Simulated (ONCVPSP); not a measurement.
## Building the ONCV potential for Ti (PBE, scalar-relativistic).

titanium (Ti), optimised norm-conserving Vanderbilt (ONCV), made with ONCVPSP 4.0.1 (PBE, scalar-relativistic). Core [Ar], reference 3d2 4s1.5 (charge +0.5). Waves: 4s: rc 2.90 bohr, ncon 3, nbas 8, qcut 1.7 1/bohr, 2 projectors, debl 1.8 Ha; p scattering state at 0.43 Ha: rc 3.20 bohr, ncon 4, nbas 7, qcut 2.8 1/bohr, 1 projector; 3d: rc 1.55 bohr, ncon 5, nbas 10, qcut 11.8 1/bohr, 2 projectors, debl 0.8 Ha. Local part: polynomial inside 1.50 bohr (lpopt 4, dvloc0 -1 Ha). Core correction: none.

In the p channel the program set the typed energies aside and used 0.050 Ha.

Results:

```
Cutoffs needed      : 45 Ha and 53 Ha (the cutoffs (Ha) at which the residual kinetic energy of the hardest occupied pseudo-wave falls to 1 and 0.1 mHa per electron)
Ghost test          : no bound ghost flagged but for a GHOST(-) flag that falls on a real empty level of the atom; GHOST(+) flagged for p at 14.3 eV, s at 22.4 eV
Configuration tests : 1 of 4 tests not solved or not reliable
```

Generation and tests took about 4.2 s on one core of a shared server CPU.
